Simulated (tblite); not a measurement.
A geometry optimisation, step by step.

C4H14Si3.
Atom-mapped SMILES: `[SiH3:1][C:2]([SiH3:3])([SiH3:4])[CH:5]1[CH2:6][CH2:7]1` (hydrogens: H8, H9, H10 on Si1; H11, H12, H13 on Si3; H14, H15, H16 on Si4; H17 on C5; H18, H19 on C6; H20, H21 on C7)

Computed with GFN2-xTB (tblite), gas phase: L-BFGS steps from a force-field or distance-geometry start until the largest atomic force falls under 0.01 eV/Å. 4 of its 76 geometries are shown.

Step 0: E = -566.6632 eV, largest atomic force 1.993 eV/Å
```
atom  x, y, z in Å  |  force x, y, z in eV/Å
Si1     0.825   -0.837   -1.683    0.263  -0.063  -0.510
C2      0.411   -0.010   -0.040    1.129   0.861   0.035
Si3     1.763    1.310    0.105   -0.095   0.738  -0.337
Si4     0.647   -1.165    1.374    0.699  -1.401   1.068
C5     -0.870    0.727   -0.073   -0.866  -0.162  -1.094
C6     -2.057   -0.167   -0.422   -0.275   0.578  -0.002
C7     -1.984    0.591    0.879   -1.759   0.884   0.309
H8      2.298   -1.038   -1.748   -0.441  -0.238  -0.048
H9      0.512    0.147   -2.725   -0.097  -0.140  -0.114
H10     0.081   -2.086   -1.831    0.061   0.009  -0.111
H11     1.348    2.360   -0.875    0.287  -0.127   0.375
H12     1.803    1.817    1.468    0.106   0.178   0.039
H13     3.010    0.745   -0.362    0.407   0.081   0.157
H14     2.061   -1.036    1.853   -0.477  -0.050   0.029
H15     0.570   -2.597    0.983   -0.151   0.253   0.045
H16    -0.298   -0.959    2.477    0.252  -0.041   0.024
H17    -0.826    1.724   -0.570   -0.139  -0.888   0.130
H18    -1.946   -1.255   -0.341    0.078   0.657  -0.332
H19    -2.712    0.211   -1.219    0.074  -0.503   0.586
H20    -2.706    1.452    0.909    0.864  -0.682   0.206
H21    -1.939    0.083    1.839    0.079   0.056  -0.457
```

Step 25: E = -567.2405 eV, largest atomic force 0.178 eV/Å
```
atom  x, y, z in Å  |  force x, y, z in eV/Å
Si1     0.832   -0.839   -1.701    0.049  -0.047  -0.165
C2      0.498    0.039   -0.033   -0.089  -0.102  -0.105
Si3     1.766    1.452    0.181   -0.028   0.007   0.018
Si4     0.709   -1.230    1.380    0.013  -0.019  -0.006
C5     -0.894    0.628   -0.194   -0.027   0.037   0.016
C6     -2.135   -0.196   -0.406    0.023   0.019  -0.012
C7     -1.972    0.622    0.843   -0.124  -0.062  -0.015
H8      2.232   -1.239   -1.842    0.025  -0.030   0.050
H9      0.499    0.054   -2.814    0.001   0.048   0.004
H10    -0.021   -2.025   -1.834    0.032   0.011   0.013
H11     1.483    2.535   -0.761   -0.014   0.013  -0.072
H12     1.722    2.022    1.524   -0.042   0.019   0.108
H13     3.109    0.936   -0.074    0.061   0.003   0.014
H14     2.104   -1.203    1.830   -0.028  -0.060  -0.035
H15     0.380   -2.584    0.914   -0.024   0.010   0.061
H16    -0.123   -0.942    2.553    0.083  -0.014   0.014
H17    -0.877    1.527   -0.806   -0.008   0.027   0.004
H18    -2.091   -1.274   -0.332    0.097   0.105   0.077
H19    -2.830    0.147   -1.162   -0.012  -0.046   0.086
H20    -2.590    1.499    0.968    0.022   0.062  -0.042
H21    -1.810    0.090    1.765   -0.011   0.018  -0.011
```

Step 50: E = -567.3643 eV, largest atomic force 0.114 eV/Å
```
atom  x, y, z in Å  |  force x, y, z in eV/Å
Si1     0.912   -0.834   -1.788    0.017   0.024  -0.006
C2      0.500    0.013   -0.121   -0.073   0.030   0.016
Si3     1.641    1.496    0.280    0.003  -0.008   0.027
Si4     0.705   -1.291    1.260    0.046  -0.014   0.030
C5     -0.896    0.588   -0.279   -0.043   0.014   0.034
C6     -2.128   -0.265   -0.259   -0.011   0.018  -0.024
C7     -1.892    0.734    0.835   -0.006  -0.034   0.014
H8      2.282   -1.344   -1.778    0.034   0.006  -0.011
H9      0.744    0.112   -2.897    0.024   0.023   0.026
H10    -0.013   -1.950   -2.024    0.026   0.036   0.022
H11     1.505    2.535   -0.751    0.014  -0.056   0.008
H12     1.215    2.071    1.561    0.012   0.014  -0.030
H13     3.043    1.091    0.385   -0.010  -0.012  -0.037
H14     2.127   -1.655    1.312   -0.093  -0.016  -0.007
H15    -0.076   -2.514    1.019    0.024   0.062  -0.008
H16     0.336   -0.780    2.586    0.006   0.010  -0.021
H17    -0.925    1.394   -1.012    0.002  -0.040   0.048
H18    -2.017   -1.313   -0.025   -0.060   0.055  -0.016
H19    -2.899   -0.045   -0.983   -0.047  -0.104   0.005
H20    -2.518    1.616    0.863    0.063  -0.003  -0.036
H21    -1.653    0.358    1.817    0.072  -0.004  -0.033
```

Step 75: E = -567.3840 eV, largest atomic force 0.009 eV/Å
```
atom  x, y, z in Å  |  force x, y, z in eV/Å
Si1     0.972   -0.788   -1.794    0.000   0.001  -0.001
C2      0.478    0.003   -0.123   -0.004  -0.001  -0.003
Si3     1.622    1.484    0.272   -0.001   0.001   0.000
Si4     0.680   -1.299    1.257   -0.006  -0.001   0.001
C5     -0.925    0.554   -0.294   -0.002  -0.002  -0.002
C6     -2.160   -0.293   -0.215    0.003   0.000  -0.004
C7     -1.888    0.740    0.839    0.000  -0.001   0.005
H8      2.349   -1.280   -1.751   -0.003   0.003   0.003
H9      0.854    0.209   -2.863   -0.002  -0.005   0.001
H10     0.067   -1.900   -2.100    0.001   0.004  -0.005
H11     1.527    2.480   -0.801    0.002   0.000   0.001
H12     1.196    2.120    1.522   -0.001  -0.001  -0.003
H13     3.012    1.046    0.397    0.000   0.002  -0.002
H14     2.063   -1.778    1.233    0.000  -0.002   0.002
H15    -0.198   -2.460    1.072    0.001   0.003  -0.002
H16     0.425   -0.741    2.590   -0.002   0.003   0.001
H17    -0.968    1.335   -1.051    0.001  -0.005   0.000
H18    -2.058   -1.331    0.057    0.006   0.003  -0.001
H19    -2.956   -0.110   -0.922    0.002   0.000   0.003
H20    -2.501    1.629    0.856    0.003   0.006  -0.002
H21    -1.603    0.395    1.820    0.001  -0.007   0.006
```

Problem. Summarise the path.

Solution. The energy falls by 0.7208 eV from step 0 to step 75; nine tenths of that is first reached at step 36. It falls at every step. The largest force goes from 1.993 to 0.009 eV/Å. Among the bonds C2–Si4 changes most, from 1.841 to 1.909 Å; the atoms move by 0.492 Å rms after alignment.

The cost below is that of the whole relaxation. Time: 1.2 s. Hardware: one thread of an Intel Xeon at 2.70 GHz, no GPU (shared host).
